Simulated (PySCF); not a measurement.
All of these have the formula C6H9NSi. Computed, not measured: TDDFT PBE0/def2-SVPD, vertical, gas phase, core orbitals frozen in the response in PySCF 2.14.0, density-fitted response routines. Geometries: GFN2-xTB; one conformer of each isolated species. Triplets are in the Tamm–Dancoff approximation.

Task: Rank by computed lowest singlet excitation energy, highest first.
A. `CCC1=C[C@@H](C#N)[SiH2]1`
B. `N#C[C@H]1C=C(C[SiH3])C1`
C. `C#C[C@H]1[SiH2]CN1C=C`
D. `C#C[SiH2][C@H]1CN1C=C`

Result: B (6.36 eV), A (6.12 eV), D (5.23 eV), C (4.40 eV).

| SMILES | S1 (eV) | α (au) | gap (eV) | T1 (eV) | first f ≥ 0.01 (nm) | S1 mainly |
| --- | --- | --- | --- | --- | --- | --- |
| N#C[C@H]1C=C(C[SiH3])C1 | 6.36 | 99.3 | 7.16 | 4.25 | 189 | H→L+1 (95%) |
| CCC1=C[C@@H](C#N)[SiH2]1 | 6.12 | 98.3 | 7.29 | 4.28 | 203 | H→L+1 (51%) |
| C#C[SiH2][C@H]1CN1C=C | 5.23 | 102.9 | 6.11 | 4.00 | 237 | H→L (97%) |
| C#C[C@H]1[SiH2]CN1C=C | 4.40 | 104.7 | 5.41 | 3.98 | 233 | H→L (99%) |

H and L stand for HOMO and LUMO.
